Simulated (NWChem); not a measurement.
CH6GeS; SMILES C[S][GeH3]

```xyz
9

Ge     0.0604     1.0132     0.0000
S     -0.6884    -1.0787     0.0000
C      0.8934    -1.9798     0.0000
H     -1.1874     1.9078     0.0000
H      0.9172     1.2749     1.2552
H      0.9172     1.2749    -1.2552
H      1.4872    -1.7604    -0.8992
H      0.6438    -3.0499     0.0000
H      1.4872    -1.7604     0.8992
```
Atoms are numbered in this order, from 1.

Level: PBE0/def2-SVP (NWChem), optimised geometry, unscaled harmonic frequencies. 

Problem. List the harmonic frequencies with IR intensities, and the thermochemistry.

Solution. 
| frequency (cm⁻¹) | IR intensity (km/mol) |
|---|---|
| 104 | 0.7 |
| 142 | 0.1 |
| 164 | 0.4 |
| 408 | 25.7 |
| 568 | 21.2 |
| 568 | 20.3 |
| 732 | 6.2 |
| 832 | 201.7 |
| 863 | 35.8 |
| 892 | 48.4 |
| 964 | 4.2 |
| 979 | 7.0 |
| 1335 | 5.5 |
| 1447 | 10.5 |
| 1454 | 10.1 |
| 2141 | 129.6 |
| 2143 | 81.4 |
| 2184 | 95.8 |
| 3061 | 20.3 |
| 3170 | 4.6 |
| 3181 | 1.0 |

```yaml
zero_point_energy: 39.1 kcal/mol
thermal correction to the enthalpy at 298.15 K (with zero-point energy): 43.3 kcal/mol
heat capacity Cv: 18.9 cal/(mol K)
entropy at 298.15 K and 1 atm (symmetry number 1): 77.7 cal/(mol K)
dipole_moment: 1.48 D
```

Rigid rotor and harmonic oscillator.
